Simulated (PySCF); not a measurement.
PySCF input file for MoO₂Cl, SMILES [O]=[Mo+](=[O])[Cl], charge +1, multiplicity 1, C-PCM-M06-2X/def2-SVP. Geometry: PBE-D3(BJ)/def2-SVP. The multiplicity is an assumed one; other spin states were not compared. The isomer is the one that the SMILES or the coordinates give; other isomers of the formula were not compared. The def2 effective core potentials stand for the cores of Mo; spin–orbit coupling is left out.

```python
import numpy as np
from pyscf import gto, scf, dft
from pyscf.solvent import pcm

mol = gto.M(
    atom='''
    Mo    0.35682314   -0.26460672   -0.00000000
    O     0.99491576    0.53702601   -1.31364092
    O     0.99491575    0.53702601    1.31364093
    Cl   -1.81795435    0.14829799   -0.00000000
    ''',
    basis='def2-SVP',
    ecp={'Mo': 'def2-svp'},
    charge=1,
    spin=0,
    max_memory=1600,
    verbose=3,
)
mf = dft.RKS(mol, xc='m06-2x').density_fit(auxbasis='def2-universal-jkfit')
mf.grids.level = 4
mf.conv_tol = 1e-9
mf.max_cycle = 100
mf.kernel()
res = {}
for name, eps in {'water': 78.355, 'tetrahydrofuran': 7.4257, 'benzene': 2.2706}.items():
    s = mf.PCM()
    s.with_solvent.method, s.with_solvent.eps, s.with_solvent.lebedev_order = 'C-PCM', eps, 29
    s.kernel(mf.make_rdm1())
    res[name] = (s.e_tot, eps, s.dip_moment(), s.mo_energy, s.converged)
    print(f'{name}: electrostatic solvation free energy {(s.e_tot - mf.e_tot) * 627.509474:.3f} kcal/mol')
```

Output:

```
converged SCF energy = -678.112720746744

WARN: PCM is an experimental feature. It is still in testing.
Features and APIs may be changed in the future.

converged SCF energy = -678.234638798518

WARN: System has nonzero charge 1; the dipole moment is origin-dependent.
Location of origin: [0. 0. 0.]

Dipole moment(X, Y, Z, Debye):  1.21609, -5.61330, -0.00000
water: electrostatic solvation free energy -76.505 kcal/mol

WARN: PCM is an experimental feature. It is still in testing.
Features and APIs may be changed in the future.

converged SCF energy = -678.219061456063

WARN: System has nonzero charge 1; the dipole moment is origin-dependent.
Location of origin: [0. 0. 0.]

Dipole moment(X, Y, Z, Debye):  1.15198, -5.47190, -0.00000
tetrahydrofuran: electrostatic solvation free energy -66.730 kcal/mol

WARN: PCM is an experimental feature. It is still in testing.
Features and APIs may be changed in the future.

converged SCF energy = -678.180692371143

WARN: System has nonzero charge 1; the dipole moment is origin-dependent.
Location of origin: [0. 0. 0.]

Dipole moment(X, Y, Z, Debye):  1.00591, -5.14001,  0.00000
benzene: electrostatic solvation free energy -42.653 kcal/mol
```

The run converged.

Cost: roughly 50 core-seconds.
